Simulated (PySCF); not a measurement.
Isomers of C6H18N2Si and their computed core-level spectra.

Level of theory: delta-SCF UKS SCAN, pcX-2 on the ionised atom, pcseg-1 elsewhere, spin-free X2C (PySCF). Geometries: PBE0-D3(BJ)/def2-SVP; isolated species, one conformer each.

Line lists (1s up to Mg, 2p3/2 beyond; areas count atoms within a level, one atom standing for each set equivalent by bonding):
1. C 1s: 290.33 (area 2), 291.15 (area 2), 291.18 (area 2) eV; N 1s: 403.82 eV; Si 2p3/2: 106.32 eV
2. C 1s: 289.64 (area 2), 291.13 (area 4) eV; N 1s: 403.67 eV; Si 2p3/2: 105.97 eV
3. C 1s: 289.52 (area 2), 290.25 (area 2), 291.29 (area 2) eV; N 1s: 403.78 eV; Si 2p3/2: 105.83 eV
4. C 1s: 290.35 (area 4), 291.33 (area 2) eV; N 1s: 403.85 eV; Si 2p3/2: 106.44 eV

Structures:
A. SiH2(NHiPr)2 (`[H][Si]([H])(NC(C)C)NC(C)C`)
B. SiEt2(NHMe)2 (`CC[Si](CC)(NC)NC`)
C. Si(NMeEt)2H2 (`[H][Si]([H])(N(C)CC)N(C)CC`)
D. Si(NMe2)2Me2 (`CN(C)[Si](C)(C)N(C)C`)

Question: Match each list to its structure.

Answer: 
- 1 = C: another candidate has the same counts of sites, so positions decide. C 1s: 290.33 carbon bonded to C and 3 H (×2), 291.15 carbon bonded to N and 3 H (×2), 291.18 carbon bonded to C, N and 2 H (×2); N 1s: 403.82 nitrogen bonded to 2 C and Si (×2); Si 2p3/2: 106.32 silicon bonded to 2 N and 2 H.
- 2 = D: another candidate has the same counts of sites, so positions decide. C 1s: 289.64 carbon bonded to Si and 3 H (×2), 291.13 carbon bonded to N and 3 H (×4); N 1s: 403.67 nitrogen bonded to 2 C and Si (×2); Si 2p3/2: 105.97 silicon bonded to 2 C and 2 N.
- 3 = B: another candidate has the same counts of sites, so positions decide. C 1s: 289.52 carbon bonded to C, Si and 2 H (×2), 290.25 carbon bonded to C and 3 H (×2), 291.29 carbon bonded to N and 3 H (×2); N 1s: 403.78 nitrogen bonded to C, Si and H (×2); Si 2p3/2: 105.83 silicon bonded to 2 C and 2 N.
- 4 = A: another candidate has the same counts of sites, so positions decide. C 1s: 290.35 carbon bonded to C and 3 H (×4), 291.33 carbon bonded to 2 C, N and H (×2); N 1s: 403.85 nitrogen bonded to C, Si and H (×2); Si 2p3/2: 106.44 silicon bonded to 2 N and 2 H.

The 2p values add to the ΔSCF energy of one spin-free hole a correction within the shell (spin–orbit coupling, ligand field).
